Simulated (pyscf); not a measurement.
# H₂N–SiH₂–Si(OH)(SiH₃)–SiH₃, singlet

Gas-phase minimum from PySCF at ωB97X-D3(BJ)/def2-SVP, one conformer. 

```xyz
17

N     -0.3978    -2.2959     0.5733
Si    -0.2721    -1.9108    -1.1243
Si    -0.2735     0.4113    -1.0530
O      0.1646     1.0774    -2.5389
Si    -2.3886     1.1040    -0.3320
Si     1.2083     0.9094     0.6873
H     -1.1683    -1.9160     1.1150
H     -0.1580    -3.2252     0.9043
H     -1.3440    -2.4729    -2.0097
H      1.0334    -2.4458    -1.6103
H      0.2408     2.0372    -2.5614
H     -3.4458     0.8178    -1.3477
H     -2.4285     2.5630    -0.0071
H     -2.7180     0.3438     0.9156
H      1.5949     2.3559     0.6530
H      0.5389     0.6467     1.9959
H      2.4546     0.0931     0.5986
```
Charge 0, spin multiplicity 1.

Bonded distances (Å): N1–Si2 1.745, N1–H7 1.016, N1–H8 1.015, Si2–Si3 2.323, Si2–H9 1.500, Si2–H10 1.492, Si3–O4 1.686, Si3–Si5 2.340, Si3–Si6 2.339, O4–H11 0.963, Si5–H12 1.494, Si5–H13 1.495, Si5–H14 1.498, Si6–H15 1.498 (the first ones only). Angles (°): Si2–N1–H7 119.4, Si2–N1–H8 120.1, H7–N1–H8 110.4, N1–Si2–Si3 101.0, N1–Si2–H9 116.1, N1–Si2–H10 107.5, Si3–Si2–H9 113.1, Si3–Si2–H10 111.6, H9–Si2–H10 107.4, Si2–Si3–O4 111.6, Si2–Si3–Si5 107.8, Si2–Si3–Si6 103.6, O4–Si3–Si5 112.9, O4–Si3–Si6 114.0 (the first ones only).

Properties at ωB97X-D3(BJ)/def2-SVP:

Harmonic wavenumbers, unscaled: 48, 66, 86, 93, 112, 145, 153, 159, 197, 226, 248, 355, 414, 433, 462, 481, 521, 543, 575, 580, 669, 793, 817, 843, 881, 884, 899, 935, 945, 950, 954, 959, 982, 1561, 2200, 2219, 2220, 2234, 2243, 2244, 2249, 2252, 3608, 3701, 3921 cm⁻¹
Zero-point energy: 68.7 kcal/mol
Rotational symmetry number: 1
Entropy of this conformer at 298 K and 1 atm, rigid rotor and harmonic oscillator, modes under 100 cm⁻¹ raised to 100: 461.2 J/(mol K)
Dipole moment: 0.91 D

Single-point totals, which compare only within one level:

| level | total energy (hartree) |
|---|---|
| ωB97X-D3(BJ)/def2-TZVP | -1294.87465 |
| PBE/def2-TZVP | -1293.95203 |
| r²SCAN/def2-TZVP | -1294.53919 |
| B3LYP-D3(BJ)/def2-TZVP | -1294.84038 |
| PBE0-D3(BJ)/def2-TZVP | -1294.09509 |
| M06-2X/def2-TZVP | -1294.56261 |
| ωB97M-D3(BJ)/def2-TZVP | -1294.90965 |

The lowest mode is so soft that the shape along it may change with the basis. Soft torsions are taken as harmonic, which can shift the entropy by several J/(mol K).
